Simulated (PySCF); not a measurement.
## How methods differ on the excitation energy of Si²⁺

Si²⁺ [Ne] 3s2 (1S) → Si²⁺ [Ne] 3s1 3p1 (3P), as a difference of total energies. Calculation: PySCF 2.14, in aug-cc-pV(Q+d)Z with one added diffuse shell each of s, p, d, f, g type (8s7p6d4f3g, 114 functions); the non-relativistic Hamiltonian (point nucleus). Correlated levels: valence: [Ne] frozen. The calculations carry no spin-orbit coupling.

```json
{"method": "UHF", "excitation energy (cm⁻¹)": "42469"}
{"method": "LDA", "excitation energy (cm⁻¹)": "52889"}
{"method": "PBE", "excitation energy (cm⁻¹)": "51345"}
{"method": "PBE0", "excitation energy (cm⁻¹)": "50090"}
{"method": "r2SCAN", "excitation energy (cm⁻¹)": "46747"}
{"method": "r2SCANh", "excitation energy (cm⁻¹)": "46917"}
{"method": "M06", "excitation energy (cm⁻¹)": "53864"}
{"method": "wB97M-V", "excitation energy (cm⁻¹)": "55610"}
{"method": "MP2 (valence)", "excitation energy (cm⁻¹)": "49143"}
{"method": "SCS-MP2 (valence)", "excitation energy (cm⁻¹)": "51027"}
```

A first-order spin-orbit estimate (lowest level to lowest level, LS coupling) adds -0.027 eV.
